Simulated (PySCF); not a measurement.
C$_{5}$H$_{7}$ (SMILES [CH]1CC12CC2), doublet, geometry from GFN2-xTB; CAMB3LYP/cc-pVDZ (PySCF).

The PySCF input:
```python
from pyscf import gto, scf, dft

mol = gto.M(
    atom='''
C    -0.005921    0.062557    0.049199
C     0.052769    0.741468    1.297763
C    -0.041436   -0.735651    1.321739
C     0.716844    0.019145   -1.258714
C    -0.787096    0.067000   -1.219987
H     0.719895    1.443913    1.745386
H    -0.983005   -1.190907    1.605347
H     0.819495   -1.329858    1.614922
H     1.192554   -0.910537   -1.536923
H     1.253021    0.901122   -1.577312
H    -1.335845   -0.826101   -1.481285
H    -1.277075    0.985252   -1.510139
''',
    basis='cc-pvdz',
    charge=0,
    spin=1,
    verbose=4,
)

mf = dft.UKS(mol)
mf.xc = 'camb3lyp'
mf.kernel()
```

Question: Write the output that PySCF gives for this input, abridged.

Answer: 
```
PySCF version 2.14.0

[INPUT] verbose = 4
[INPUT] num. atoms = 12
[INPUT] num. electrons = 37
[INPUT] charge = 0
[INPUT] spin (= nelec alpha-beta = 2S) = 1
[INPUT] symmetry False subgroup None
[INPUT] Mole.unit = angstrom
[INPUT] Symbol           X                Y                Z      unit          X                Y                Z       unit  Magmom
[INPUT]  1 C     -0.005921000000   0.062557000000   0.049199000000 AA   -0.011189068384   0.118215597174   0.092972635602 Bohr   0.0
[INPUT]  2 C      0.052769000000   0.741468000000   1.297763000000 AA    0.099718957867   1.401171450129   2.452416644594 Bohr   0.0
[INPUT]  3 C     -0.041436000000  -0.735651000000   1.321739000000 AA   -0.078302691697  -1.390178913262   2.497724718157 Bohr   0.0
[INPUT]  4 C      0.716844000000   0.019145000000  -1.258714000000 AA    1.354638834038   0.036178806655  -2.378624729156 Bohr   0.0
[INPUT]  5 C     -0.787096000000   0.067000000000  -1.219987000000 AA   -1.487395873741   0.126611650346  -2.305441305530 Bohr   0.0
[INPUT]  6 H      0.719895000000   1.443913000000   1.745386000000 AA    1.360404388444   2.728600117699   3.298301521650 Bohr   0.0
[INPUT]  7 H     -0.983005000000  -1.190907000000   1.605347000000 AA   -1.857610229078  -2.250488069827   3.033666164892 Bohr   0.0
[INPUT]  8 H      0.819495000000  -1.329858000000   1.614922000000 AA    1.548621110450  -2.513067404562   3.051760292535 Bohr   0.0
[INPUT]  9 H      1.192554000000  -0.910537000000  -1.536923000000 AA    2.253600448755  -1.720665556283  -2.904363544545 Bohr   0.0
[INPUT] 10 H      1.253021000000   0.901122000000  -1.577312000000 AA    2.367866518329   1.702873784820  -2.980687692990 Bohr   0.0
[INPUT] 11 H     -1.335845000000  -0.826101000000  -1.481285000000 AA   -2.524381194870  -1.561104641229  -2.799222962426 Bohr   0.0
[INPUT] 12 H     -1.277075000000   0.985252000000  -1.510139000000 AA   -2.413321990529   1.861856443680  -2.853749120025 Bohr   0.0

nuclear repulsion = 162.180065544906
number of shells = 46
number of NR pGTOs = 179
number of NR cGTOs = 105
basis = cc-pvdz
ecp = {}

******** <class 'pyscf.dft.uks.UKS'> ********
method = UKS
initial guess = minao
damping factor = 0
level_shift factor = 0
DIIS = <class 'pyscf.scf.diis.CDIIS'>
diis_start_cycle = 1
diis_space = 8
diis_damp = 0
SCF conv_tol = 1e-09
SCF conv_tol_grad = None
SCF max_cycles = 50
direct_scf = True
direct_scf_tol = 1e-13
number electrons alpha = 19  beta = 18
XC library pyscf.dft.libxc version 7.1.2
    S. Lehtola, C. Steigemann, M. J. T. Oliveira, and M. A. L. Marques,  SoftwareX 7, 1–5 (2018)
XC functionals = camb3lyp
    T. Yanai, D. P. Tew, and N. C. Handy,  Chem. Phys. Lett. 393, 51 (2004)
radial grids:
    Treutler-Ahlrichs [JCP 102, 346 (1995); DOI:10.1063/1.469408] (M4) radial grids

becke partition: Becke, JCP 88, 2547 (1988); DOI:10.1063/1.454033
pruning grids: <function nwchem_prune>
grids dens level: 3
symmetrized grids: False
atomic radii adjust function: <function treutler_atomic_radii_adjust>
small_rho_cutoff = 0
Set gradient conv threshold to 3.16228e-05
tot grids = 139248
init E= -195.523968063806

cycle= 1 E= -194.454374733927  delta_E= 1.07  |g|= 0.162  |ddm|= 2.35
cycle= 2 E= -194.471006689351  delta_E= -0.0166  |g|= 0.0954  |ddm|= 0.263
cycle= 3 E= -194.476152414398  delta_E= -0.00515  |g|= 0.0264  |ddm|= 0.117
cycle= 4 E= -194.476783459975  delta_E= -0.000631  |g|= 0.01  |ddm|= 0.0414
cycle= 5 E= -194.476870738814  delta_E= -8.73e-05  |g|= 0.00458  |ddm|= 0.0133
cycle= 6 E= -194.476899005682  delta_E= -2.83e-05  |g|= 0.00106  |ddm|= 0.0106
cycle= 7 E= -194.476901267432  delta_E= -2.26e-06  |g|= 0.000505  |ddm|= 0.00342
cycle= 8 E= -194.476901525853  delta_E= -2.58e-07  |g|= 0.000208  |ddm|= 0.000942
cycle= 9 E= -194.476901579316  delta_E= -5.35e-08  |g|= 5.85e-05  |ddm|= 0.000436
cycle= 10 E= -194.47690158456  delta_E= -5.24e-09  |g|= 2.37e-05  |ddm|= 0.000152
cycle= 11 E= -194.476901585127  delta_E= -5.67e-10  |g|= 1.12e-05  |ddm|= 4.5e-05
Extra cycle  E= -194.476901585208  delta_E= -8.08e-11  |g|= 1.01e-05  |ddm|= 2.32e-05
converged SCF energy = -194.476901585208  <S^2> = 0.75431774  2S+1 = 2.0043131
```
